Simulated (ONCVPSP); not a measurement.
**Plane-wave convergence, ONCV potential for cadmium**

ONCVPSP 4.0.1 input, shortened (lines: element, Z, core and valence counts, functional; n l f; lmax; l rc ep ncon nbas qcut; lloc lpopt rc5 dvloc0; l nproj debl; icmod fcfact rcfact), PBE, fully relativistic:

```
  Cd 48.00    6    5        4      upf
    1    0    2.00
    2    0    2.00
    2    1    6.00
    3    0    2.00
    3    1    6.00
    3    2   10.00
    4    0    2.00
    4    1    6.00
    4    2   10.00
    5    0    1.75
    5    1    0.25
    2
    0    1.35    0.00    4    7   11.10
    1    1.50    0.00    3    7    7.30
    2    1.25    0.00    5   10    8.40
    4    5    0.95    2.00
    0    3    0.80
    1    2    3.60
    2    2    3.20
    3    5.50    1.60
```

Open shells are filled in proportion to 2j + 1.

Question: For each optimised wave give the share of its norm inside rc, the residual kinetic energy above qcut (Ha) and the cutoffs (Ha) for errors of 10, 1, 0.1 and 0.01 mHa per electron.

Answer:

```tsv
wave	norm inside rc	residual KE	10 mHa	1 mHa	0.1 mHa	0.01 mHa
4s	0.929	2.4e-07	31.0	39.1	46.0	51.9
5s	0.043	4.2e-08	24.1	34.4	42.8	49.7
s projector 3	0.036	4.4e-08	23.9	34.5	43.0	50.3
4p j=3/2	0.923	4.8e-06	15.9	19.9	23.0	26.2
5p j=3/2	0.016	8.4e-07	9.8	14.8	18.8	22.0
4p j=1/2	0.937	1.3e-05	16.8	20.9	24.0	27.7
5p j=1/2	0.019	1.1e-06	10.8	15.8	20.0	23.3
4d j=5/2	0.554	8.1e-04	27.4	34.7	97.5	224.9
d projector 2 j=5/2	0.069	7.8e-04	26.4	34.4	45.1	105.8
4d j=3/2	0.568	9.5e-04	27.8	35.2	127.2	227.8
d projector 2 j=3/2	0.069	8.8e-04	26.8	34.8	53.1	107.9
```

The occupied waves need 39 Ha and 127 Ha for 1 and 0.1 mHa. 1 of 4 tests not solved or not reliable.
